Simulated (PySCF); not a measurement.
CH6ClGeN, SMILES [Cl][Ge@H]([CH3])[NH2]. Atoms are numbered in the order given.

```xyz
10

C     -1.4813    -1.2882    -0.1104
Ge     0.0250    -0.1186    -0.4300
N      1.5694    -1.0683    -0.2846
Cl    -0.1009     1.4747     1.0712
H     -1.4948    -2.0957    -0.8566
H     -1.4041    -1.7281     0.8942
H     -2.4199    -0.7204    -0.1703
H      0.0364     0.5921    -1.7899
H      1.6787    -1.5765     0.5893
H      2.4198    -0.5401    -0.4615
```

Geometry: PBE0-D3(BJ)/def2-SVP. The structure was generated by enumeration; whether it is a known compound was not checked. The values are those of a single conformer.

Level of theory: PBE/pcSseg-1 run with PySCF.

GIAO shieldings, no solvent; atoms listed in one row are averaged. δ = σ(ref) − σ: ¹³C against TMS (σ = 182.0 ppm); ⁷³Ge against GeH4 (σ = 1614.4 ppm); ¹⁵N against NH3 (σ = 267.0 ppm); ³⁵Cl against HCl (σ = 936.5 ppm); ¹H against TMS (σ = 31.49 ppm), references at their B3LYP-D3(BJ)/def2-TZVP geometries, non-relativistic (without spin–orbit terms, shifts of atoms bonded to Cl or Br come out too high).

Computed chemical shifts:
| nucleus | atoms | count | δ (ppm) |
|---|---|---|---|
| ¹³C | C1 | 1 | 6.8 |
| ⁷³Ge | Ge2 | 1 | 422.6 |
| ¹⁵N | N3 | 1 | 48.2 |
| ³⁵Cl | Cl4 | 1 | 78.3 |
| ¹H | H8 | 1 | 6.03 |
| ¹H | H10 | 1 | 1.18 |
| ¹H | H9 | 1 | 0.98 |
| ¹H | H5, H6, H7 | 3 | 0.96 |
